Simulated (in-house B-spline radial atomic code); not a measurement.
## How G0W0 and RPA depend on the start: Fe³⁺

Configuration [Ar] 3d5, highest spin. Computed with a B-spline radial code for spherical atoms: all electrons, non-relativistic, point nucleus, each spin shell either full or empty, empty states to l = 9 with an (l + 1/2)⁻⁴ tail; G0W0 by contour deformation at full frequency.

```
            start  mean-field 3d up (eV)  G0W0 (eV)  QP weight  RPA correlation (Eh)
     Hartree-Fock                 -56.43     -55.76      0.964               -1.4101
         LDA VWN5                 -45.65          ?          ?                     ?
              PBE                 -45.45     -55.05      0.917                -1.566
             PBE0                 -48.40     -55.31      0.938               -1.5214
           r2SCAN                 -45.99     -55.03      0.927               -1.5368
            HSE06                 -47.94     -55.29      0.935               -1.5252
  B3LYP (VWN-RPA)                 -47.79          ?          ?                     ?
             SCAN                 -45.96     -54.98      0.926               -1.5355
             TPSS                 -45.37     -55.06      0.919                -1.556
        BHandHLYP                 -51.19     -55.51      0.950               -1.4821
        CAM-B3LYP                 -49.79     -55.54      0.944                -1.513
          LC-wPBE                 -50.85     -55.70      0.949               -1.5114
            wB97X                 -50.45     -55.44      0.950               -1.5026
           PBEsol                 -45.42     -55.10      0.918               -1.5668
             BLYP                 -45.25     -55.07      0.916               -1.5676
          r2SCAN0                 -48.82     -55.27      0.942               -1.5025
LDA exchange-only                 -44.28     -55.31      0.910               -1.5699
```

Q: What G0W0 level, weight and RPA correlation energy follow from the LDA VWN5 start?

A: G0W0 level -55.16 eV, weight 0.919, RPA correlation -1.5691 hartree.

Q: What G0W0 level, weight and RPA correlation energy follow from the B3LYP (VWN-RPA) start?

A: G0W0 level -55.29 eV, weight 0.934, RPA correlation -1.5315 hartree.

Q: How much of the dependence on the start does G0W0 remove?

A: The mean-field levels span 12.2 eV and the G0W0 levels 0.775 eV. Against 54.91 ± 0.04 eV (NIST, measured) the G0W0 removal energies are off by +0.07 to +0.85 eV, with relativity, Breit and QED terms left out.
